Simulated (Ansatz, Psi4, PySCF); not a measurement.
CHO2 (SMILES O=C=[OH+]), charge +1, singlet, geometry from GFN2-xTB. Base run: CCSD(T)/6-31G** (PySCF).

Input for PySCF:
```python
from pyscf import gto, scf, cc

mol = gto.Mole()
mol.atom = '''
    C    -0.00695796    0.00985104   -0.11037218
    O    -0.02341240   -0.02147629    1.07634088
    O     0.09771270   -0.03387449   -1.21876599
    H    -0.55265466    0.38369998    1.80163397
'''
mol.basis = '6-31g**'
mol.charge = 1
mol.verbose = 4
mol.build()

mf = scf.RHF(mol)
mf.kernel()

mycc = cc.CCSD(mf)
mycc.kernel()
et = mycc.ccsd_t()
print('E(CCSD(T)) = %.10f' % (mycc.e_tot + et))
```

The same geometry, method and basis name were run in Ansatz (an electronic-structure program) and Psi4 and PySCF, at each program's defaults and at the settings that a row names. The base is PySCF at its defaults. Differences at the defaults can come from grids, fitting, cores and function types together.

| code and settings | ΔE vs base (mEh) | basis functions | E (Eh) | SCF cycles |
|---|---|---|---|---|
| PySCF, defaults (exact integrals, spherical functions, all electrons correlated) | 0.000 | 47 | -188.33268 | 11 |
| Psi4, defaults (exact integrals, Cartesian functions, all electrons correlated) | [?] | 50 | [?] | 13 |
| Ansatz, defaults (factorised integrals, Cartesian functions, frozen core) | -0.978 | 50 | -188.33366 | - |
| PySCF, frozen core | 6.135 | 47 | -188.32654 | 11 |
| Psi4, exact integrals, spherical functions, frozen core | 6.135 | 47 | -188.32654 | 13 |
| Ansatz, high accuracy, frozen core, Cartesian functions as the basis file defines them | -0.980 | 50 | -188.33366 | - |

### Question
What belongs in the gaps?

### Answer

- Psi4, defaults (exact integrals, Cartesian functions, all electrons correlated), ΔE vs base (mEh): -11.720
- Psi4, defaults (exact integrals, Cartesian functions, all electrons correlated), E (Eh): -188.34440
